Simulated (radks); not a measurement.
Polarisability of the arsenic ion As3+, [Ar] 3d10 4s2, at imaginary frequency. Method: scalar-relativistic Kohn-Sham, exchange-only LDA, spin-polarised, spherical densities, finite nucleus; Fermi nuclear charge, rms radius 4.0968 fm; computed with a radial shooting solver on a logarithmic mesh with Libxc functionals. Response by self-consistent Sternheimer equations with the Hartree and adiabatic exchange-only LDA kernel, the relativistic mass of each level held fixed and spin-orbit coupling left out.

w (hartree)  alpha1(iw) (bohr^3)  alpha2(iw) (bohr^5)
0.00266                    6.583                14.55
0.0143                     6.579                14.55
0.0360                     6.556                14.53
0.0697                     6.482                14.48
0.118                      6.303                14.35
0.186                      5.934                14.06
0.280                      5.289                13.49
0.413                      4.343                12.43
0.605                      3.224                10.68
0.892                      2.173                8.193
1.35                       1.364                5.366
2.12                      0.8147                2.916
3.59                      0.4504                1.299
6.94                      0.2020               0.4485
17.5                     0.05204              0.09105

Static values: alpha1 = 6.583 bohr^3 (0.9755 angstrom^3; uncoupled 11.40), alpha2 = 14.55 bohr^5, alpha3 = 60.32 bohr^7. C6 = 20.60, C8 = 284.6, triple-dipole C9 = 94.85 atomic units. One-pole (London) frequency 4 C6 / (3 alpha1^2) = 0.634 hartree, against 1.596 for minus the highest occupied eigenvalue.
